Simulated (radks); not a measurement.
The indium ion In8+ is in [Kr] 4d5. Method: scalar-relativistic Kohn-Sham, BLYP, spin-polarised, spherical densities, finite nucleus; Fermi nuclear charge, rms radius of each element as measured or else 0.836 A^(1/3) + 0.57 fm; computed with a radial shooting solver on a logarithmic mesh with Libxc functionals. Open shells are filled with parallel spins first. One electron is removed from 4d, 3d, 4p, 4s in turn, with full relaxation. Which removal costs least, and what does each cost?

Answer. 4d 157.33 eV; 4p 217.24 eV; 4s 261.25 eV; 3d 599.73 eV. The 4d electron leaves first.
